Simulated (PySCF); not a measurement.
GeH7NSi, SMILES [GeH3][NH][SiH3].

The structure is a stationary point at B3LYP-D3(BJ)/def2-SVP. The structure was generated by enumeration, and PubChem lists no compound with its InChIKey, so it may never have been made.

Method: r2SCAN/def2-TZVPD (PySCF).

The molecule is in vacuum.

The total energy is -2425.43483 hartree and the highest occupied level comes out as -6.21 eV. The lowest empty level is -0.61 eV and the orbital gap is 5.60 eV. The dipole moment is 0.99 D, the quadrupole, principal values (traceless, Buckingham form, about the centre of nuclear charge) is -2.35, -1.75, 4.10 D·Å and the mean static polarisability is 69.3 bohr³ (10.28 Å³). The polarisability, principal values is 62.4, 63.8, 81.8 bohr³.
